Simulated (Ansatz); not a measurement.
**Molecular dynamics of CH₅ClOSi**

The input (input.yaml):

```yaml
crystal:
  periodic: [false, false, false]
  atoms:
    - { symbol: Si, position_ang: [0.101209, 0.056529, 0.011458] }
    - { symbol: Cl, position_ang: [0.402699, 0.243075, 2.120138] }
    - { symbol: H, position_ang: [1.249436, 0.386913, -0.812646] }
    - { symbol: H, position_ang: [-1.153286, 0.715542, -0.41656] }
    - { symbol: O, position_ang: [-0.230252, -1.508658, -0.283744] }
    - { symbol: C, position_ang: [-1.265616, -2.337129, 0.196615] }
    - { symbol: H, position_ang: [-0.861544, -2.924548, 1.015544] }
    - { symbol: H, position_ang: [-2.197224, -1.796745, 0.463058] }
    - { symbol: H, position_ang: [-1.613072, -3.051077, -0.659796] }
basis:
  gaussian: { orbitals: def2-SVP }
hamiltonian:
  xc: b3lyp
  dispersion: d4
md:
  timestep: 0.5
  n_steps: 250
  ensemble: nve
  temperature: 1500.0
  initial_velocities: maxwell_boltzmann
  seed: 910949
```

Run as:

```bash
$ ansatz run input.yaml --threads 2 --pin off --max-ram 3072MiB --backend cpu --events-out ev --progress --plain --runs-dir out
```

It goes on from the last frame of an earlier run, with new velocities.

Output, in part (step lines, the closing report, with atoms numbered from 0):

```
md step     0: t =     0.00 fs  T =  1500.0 K  F+E_penalty+E_count = -23560.01853854 eV  E_kin = 1.357230 eV  conserved = -23558.66130855 eV  (24 SCF iters)
[... lines left out ...]
Total energy: -23559.44035606 eV, -865.7934639229 hartree
Atom 0 at     0.014004     0.042188     0.017204 Å, force     1.459288     1.002663     2.108988 eV/Å
Atom 1 at     0.526600     0.274236     2.172313 Å, force    -0.372776    -0.082862    -1.694246 eV/Å
Atom 2 at     1.137339     0.707989    -0.765610 Å, force    -0.378135    -0.757319     0.285530 eV/Å
Atom 3 at    -1.211083     0.710030    -0.238808 Å, force    -1.186322     0.969493    -0.083740 eV/Å
Atom 4 at    -0.284830    -1.512634    -0.261827 Å, force     0.992257    -0.401953     0.628408 eV/Å
Atom 5 at    -1.316269    -2.398625     0.055578 Å, force    -2.350610     1.122124    -2.573661 eV/Å
Atom 6 at    -2.395376    -1.981076     0.154204 Å, force     1.672976     0.142997     0.888249 eV/Å
Atom 7 at    -1.457729    -2.793905    -0.930847 Å, force    -0.405479    -1.536864    -0.794955 eV/Å
Atom 8 at    -1.106728    -3.213395     0.708329 Å, force     0.568801    -0.458280     1.235427 eV/Å
Dipole moment:    -0.297870    -0.212502    -0.394707 e Å
```

The steps, from the saved trajectory:

| time (fs) | T (K) | potential energy less start (eV) | conserved less start (meV/atom) |
| --- | --- | --- | --- |
| 0 | 1500 | 0.000 | 0.00 |
| 4 | 991 | 0.465 | 0.50 |
| 8 | 723 | 0.706 | 0.34 |
| 12 | 965 | 0.484 | 0.01 |
| 16 | 857 | 0.584 | 0.20 |
| 20 | 664 | 0.760 | 0.41 |
| 24 | 953 | 0.496 | 0.14 |
| 28 | 1274 | 0.205 | 0.04 |
| 32 | 1080 | 0.383 | 0.33 |
| 36 | 612 | 0.808 | 0.49 |
| 40 | 742 | 0.688 | 0.27 |
| 44 | 1163 | 0.306 | 0.10 |
| 48 | 854 | 0.589 | 0.48 |
| 52 | 826 | 0.613 | 0.37 |
| 56 | 975 | 0.476 | 0.13 |
| 60 | 990 | 0.463 | 0.11 |
| 64 | 646 | 0.778 | 0.55 |
| 68 | 1066 | 0.395 | 0.27 |
| 72 | 1302 | 0.179 | 0.01 |
| 76 | 999 | 0.456 | 0.23 |
| 80 | 527 | 0.886 | 0.60 |
| 84 | 739 | 0.690 | 0.14 |
| 88 | 965 | 0.485 | 0.09 |
| 92 | 859 | 0.583 | 0.39 |
| 96 | 767 | 0.668 | 0.46 |
| 100 | 1310 | 0.172 | 0.01 |
| 104 | 1018 | 0.438 | 0.24 |
| 108 | 690 | 0.736 | 0.39 |
| 112 | 774 | 0.660 | 0.37 |
| 116 | 988 | 0.465 | 0.15 |
| 120 | 801 | 0.635 | 0.29 |
| 124 | 770 | 0.664 | 0.42 |

All steps were run. The conserved energy stayed within 0.61 meV per atom of its start (net change 0.22 meV per atom), so the integration is sound. A run of 0.12 ps of so small a system gives no equilibrium averages.

The same pairs are bonded in the first frame and the last. Pairs count as bonded within 1.25 times the sum of covalent radii (0.12 Å more for H–H).

Last frame:

```xyz
9
Properties=species:S:1:pos:R:3
Si 0.014 0.042 0.017
Cl 0.527 0.274 2.172
H 1.137 0.708 -0.766
H -1.211 0.710 -0.239
O -0.285 -1.513 -0.262
C -1.316 -2.399 0.056
H -2.395 -1.981 0.154
H -1.458 -2.794 -0.931
H -1.107 -3.213 0.708
```

Run time: 8.2 min on 2 threads of Arm Neoverse V1, on a shared host, peak memory 0.17 GiB.
